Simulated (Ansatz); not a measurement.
Relaxed structures of B2H3ClO, singlet (PBE0-D4/def2-TZVP; forces vanish, vibrations not checked; lower isomers may exist, and structures with a doubtful reference or unclear bonds are left out; Å). Computed with Ansatz 0.2.0 (basis: def2-TZVPP); correlated methods freeze the cores.

Question: Rank them by CCSD(T) energy, lowest first, and give each one's height above the lowest. Links in brackets join atoms within 1.22 times the sum of their covalent radii (1.1 for two metals). (An estimate is asked for; the value comes from the calculation.)
A.
B₂H₃ClO ([OH][BH][BH][Cl])
```
7
angstrom
O 0.2299 1.5409 0.2485
B -0.1797 0.3946 -0.3442
B -0.0469 -1.0798 0.4667
Cl 1.3943 -2.0437 0.2293
H 0.1215 2.3193 -0.3044
H -0.6372 0.4420 -1.4623
H -0.8819 -1.5734 1.1664
```
B.
a complex of B₂H₂O ([BH]1[BH][O]1) + HCl
```
7
angstrom
O 0.3153 -0.5962 0.0923
B -0.4395 0.4224 -0.4649
B -0.8433 -0.3832 0.8203
Cl 3.0419 -2.3593 -0.1492
H 1.9621 -1.6600 -0.0534
H -0.2138 1.0776 -1.4236
H -1.2243 -0.9386 1.7927
```
C.
B₂H₃ClO ([BH2][B]([OH])[Cl])
```
7
angstrom
O -0.0231 1.2673 -0.0278
B 0.3895 -0.0011 0.1358
B -0.5731 -1.3636 0.2564
Cl 2.1416 -0.3539 0.2459
H 0.6941 1.9089 -0.0742
H -0.8588 -2.0114 -0.7082
H -0.9387 -1.7755 1.3187
```

Answer: Computed: C (0.0 kJ/mol), A (5.7 kJ/mol), B (136.7 kJ/mol). Heights count from the lowest.

No T1 diagnostic of these runs exceeds 0.015.

For scale, one of the runs: CCSD(T)/def2-TZVPP, 177 basis functions, launched by `ansatz run in.yaml --threads 2 --pin off --events-out ev --progress --plain --max-ram 4352MiB`. Time: 48 s of wall clock on 2 CPU threads of an Arm Neoverse V1; the host was shared. Peak host memory: 1.6 GiB.
